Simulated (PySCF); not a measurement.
# Assigning NMR signals

Atom-mapped SMILES (the numbers label the heavy atoms): `[CH3:1][Si:2]([CH3:3])([CH3:4])[c:5]1[cH:6][cH:7][cH:8][p:9][cH:10]1`; H(Xn) means a hydrogen on atom n.

Theoretical values (PySCF 2.14.0 with density-fitted response routines): PBE0/pcSseg-1 with gauge-including orbitals, GFN2-xTB geometry. One computed conformer, non-relativistic Hamiltonian, one averaged value for each set of equivalent atoms, no solvent model.

Referencing at the same level of theory: TMS for 13C (σ = 186.93 ppm), 1H (σ = 31.72 ppm).

**Question.** Assign these signals to the numbered atoms. 13C{1H} NMR (computed): δ 169.9 (CH), 166.3 (CH), 151.8 (C), 138.4 (CH), 136.5 (CH), -0.7 (CH3).

**Answer.** 
```tsv
δ (ppm)	atoms	environment	reason
169.9	C10	aromatic CH	–
166.3	C8	aromatic CH	–
151.8	C5	substituted aromatic carbon	–
138.4	C6	aromatic CH	the aromatic region
136.5	C7	aromatic CH	–
-0.7	C1/C3/C4	methyl carbon bonded to Si	an electropositive neighbour leaves it electron-rich and shielded
```

C6 and C7 lie closer than the usual error of such a calculation, so a measured spectrum could show them in the other order.

**Question.** Assign these signals to the numbered atoms. 1H NMR (300 MHz, computed): δ 9.30 (m, 1H), 9.26 (m, 1H), 8.15 (m, 1H), 7.85 (m, 1H), 0.30 (s, 9H).

**Answer.** 
```tsv
δ (ppm)	atoms	environment	reason
9.30	H(C10)	hydrogen on an aromatic CH	it sits in the deshielding region of the aromatic ring current
9.26	H(C8)	hydrogen on an aromatic CH	–
8.15	H(C7)	hydrogen on an aromatic CH	–
7.85	H(C6)	hydrogen on an aromatic CH	–
0.30	H(C1)/H(C3)/H(C4)	hydrogen on a methyl carbon bonded to Si	an electropositive neighbour shields it, as in TMS itself
```

H(C10) and H(C8) lie closer than the usual error of such a calculation, so a measured spectrum could show them in the other order.

Splittings by 31P in the carbon and heteronuclear signals aren't shown, as no couplings were computed. Shifts are as computed. Against solution values, carbons near 30 ppm lie about +3 ppm off and those near 130 ppm about +5 ppm. Of 1211 compounds with measured shifts, 218 miss one by over three times the rms of a fit or turn the order of signals round; such compounds aren't used in these exercises. Multiplicities follow the n + 1 count of equivalent neighbours, as no J values were calculated; m marks all less simple cases, F and P coupling included.
